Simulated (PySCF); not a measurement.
# Interval between two levels of Zn⁺ by level of theory

Zn⁺ [Ar] 3d10 4s1 [2S1/2, M_J = 1/2] → Zn⁺ [Ar] 3d9 4s1 4p1 [4F9/2, M_J = 9/2], as a difference of total energies. Computed with PySCF 2.14 in x2c-SVPall-2c with one added diffuse shell each of s, d type (6s5p4d1f, 48 functions), with the two-component X2C-1e Hamiltonian. Correlated levels: [Ne] frozen; the 6 highest virtual spinors dropped. "Screened" scales the spin-orbit matrix elements by Boettger's factors to mimic the two-electron term; Breit and QED terms are absent.

```tsv
method	interval between two levels (cm⁻¹)
GHF (spin-free)	94175
GMP2 (spin-free)	112110
GHF (screened spin-orbit)	93392
GMP2 (screened spin-orbit)	111340
```

The labels give the starting determinants; with spin-orbit coupling the two ends relaxed to ⟨J²⟩ = 0.75, ⟨L²⟩ = 0.00, ⟨S²⟩ = 0.75 and ⟨J²⟩ = 24.76, ⟨L²⟩ = 12.01, ⟨S²⟩ = 3.75.
